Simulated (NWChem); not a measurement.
System: C₂H₆Si, singlet; SMILES C[Si]C

All runs: NWChem. Pople sets run with spherical d functions. Low-valent species are run as closed-shell singlets; no triplet was tried in these runs. Coordinates come from a PBE0/def2-SVP optimisation. LC-ωPBE (HJS hole) with 6-31G*; x = 1 − exp(−ω/0.25 bohr⁻¹) is a scale chosen for this fit.

```
row           x  −ε(HOMO) (eV)
--------  -----  -------------
ω = 0.05  0.181           5.48
ω = 0.15  0.451           6.78
ω = 0.20  0.551       withheld
ω = 0.35  0.753           8.21
ω = 0.80  0.959           8.99
```

### Question
Fit a straight line of the last column on the one before it, predict the withheld value, and compare with the run.

### Answer

1. Means of the 4 shown rows: x = 0.5860, y = 7.365. Slope Σ(x − x̄)(y − ȳ)/Σ(x − x̄)² = 1.590/0.3493 = 4.551; intercept 4.698.
2. The shown rows scatter about the line by 0.061 (root mean square); the largest residual is +0.09, at ω = 0.35.
3. At x = 0.551 (ω = 0.20; inside the shown range) the line gives 7.21.
4. The run gives 7.27, +0.06 from the line, 1.0 times the scatter.
